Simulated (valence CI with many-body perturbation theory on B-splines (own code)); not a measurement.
Cu24+: magnetic and hyperfine properties of the levels

Calculated by relativistic CI+MBPT: three valence electrons over a frozen Dirac-Fock core [He], radial functions for each j: 11 s, 11 p, 10 d, 8 f, 5 g, 2 h, with the one-electron correlation potential Σ1 (screened to all orders), the two-electron term Σ2, the three-electron term Σ3, Breit, model QED; selected single and double excitations, second order for the rest, scaled by the run's own slope (own B-spline code, finite nucleus).

No measured levels were compared; by estimate levels of excited configurations hold to 0.05 to 0.15 % of their energy, terms of the ground configuration to about 0.5 %.

A/g_I is the dipole constant over the nuclear g factor μ/I (μ in nuclear magnetons, uniformly magnetised nucleus), B/Q the quadrupole constant per barn. Both hold the static response of the core; the bare values leave it out. Large factors of s and p1/2 electrons are usually good to 5 to 10 %; those of open d and f shells near neutrality can be off by tens of per cent, and small factors of p3/2, d and f electrons come from cancelling terms and can be off by a factor of two or in sign, in half-filled shells by more. B is blank for J = 1/2, where it vanishes, and for nearly pure S terms. Energies count from the lowest level.

Names give the largest LS component (configuration and term), which can be under half, so a name can repeat, a term be missing and a line seem to break the LS rules; names also repeat where a configuration has a term twice. Letters in brackets count levels of one name in rising energy.

```csv
Level,E (eV),g,A/g_I (MHz),A/g_I bare,B/Q (MHz/b),B/Q bare
2s2 2p 2P°_1/2,0.0,0.659,228000,225000,,
2s2 2p 2P°_3/2,23.7,1.329,42100,44100,77000,77300
2s 2p2 4P_1/2,60.1,2.605,465000,461000,,
2s 2p2 4P_3/2,72.4,1.720,181000,181000,62300,62500
2s 2p2 4P_5/2,82.1,1.551,194000,193000,-54800,-55000
2s 2p2 2D_3/2,111.9,0.842,-23300,-20100,95400,95800
2s 2p2 2D_5/2,118.4,1.240,197000,194000,132000,133000
2s 2p2 2P_1/2,125.4,1.135,132000,129000,,
2s 2p2 2S_1/2,150.6,1.582,600000,584000,,
2s 2p2 2P_3/2,152.3,1.291,-58400,-52200,-65100,-65300
2p3 4S°_3/2,187.6,1.830,4870,13800,18200,18300
2p3 2D°_3/2,208.8,1.030,29800,30400,61400,61600
2p3 2D°_5/2,215.2,1.195,76000,78000,-581,-584
2p3 2P°_1/2,235.1,0.659,228000,224000,,
2p3 2P°_3/2,249.2,1.261,41000,43900,-78200,-78500
2s2 3s 2S_1/2,1291.0,2.000,207000,203000,,
2s2 3p 2P°_1/2,1316.6,0.666,59900,59200,,
2s2 3p 2P°_3/2,1323.2,1.334,24900,25200,23600,23600
2s 2p 3s 4P°_1/2,1341.8,2.580,437000,429000,,
2s2 3d 2D_3/2,1346.3,0.798,8520,8480,4310,4390
2s 2p 3s 4P°_3/2,1347.2,1.683,321000,315000,-49100,-49300
2s2 3d 2D_5/2,1348.3,1.199,3360,3350,5910,6020
2s 2p 3s 2P°_1/2 [a],1356.7,0.716,204000,202000,,
2s 2p 3p 4D_1/2,1364.1,0.190,-52800,-50900,,
2s 2p 3s 4P°_5/2,1364.7,1.596,212000,209000,79100,79400
2s 2p 3p 4D_3/2,1368.9,1.224,252000,248000,-31900,-32000
2s 2p 3s 2P°_3/2 [a],1374.9,1.361,219000,217000,67000,67200
2s 2p 3p 4S_3/2 [a],1375.4,1.480,80500,79800,5920,5930
2s 2p 3p 2P_1/2 [a],1378.0,0.686,-126000,-124000,,
2s 2p 3p 4D_5/2,1378.6,1.381,158000,156000,-2620,-2650
2s 2p 3p 4P_1/2,1379.8,2.554,453000,446000,,
2s 2p 3p 2D_3/2 [a],1383.6,1.271,101000,100000,21300,21400
2s 2p 3d 4F°_3/2,1391.2,0.479,-70600,-68900,13100,13200
2s 2p 3p 4P_3/2,1393.4,1.486,233000,230000,53800,54000
2s 2p 3p 4D_7/2,1394.6,1.426,127000,127000,102000,102000
2s 2p 3d 4F°_5/2,1394.7,1.080,74400,73300,-5140,-5090
2s 2p 3p 4P_5/2,1395.9,1.444,181000,179000,37000,37200
2s 2p 3p 4S_3/2 [b],1397.7,1.573,187000,185000,9940,9980
2s 2p 3d 4P°_5/2,1400.3,1.398,112000,110000,1960,2030
2s 2p 3d 4F°_7/2,1400.4,1.271,110000,108000,-21400,-21400
```

**Question.** Take the isotope of mass number 63, with I = 3/2, μ = 2.2259 μN and Q = -0.22 b. What is the hyperfine structure of 2s 2p2 4P_3/2?

**Answer.** From the table A = 269000 MHz, B = -13700 MHz. Shifts from the centre of gravity in MHz: F = 0: -1030000, F = 1: -743000, F = 2: -191000, F = 3: 602000.
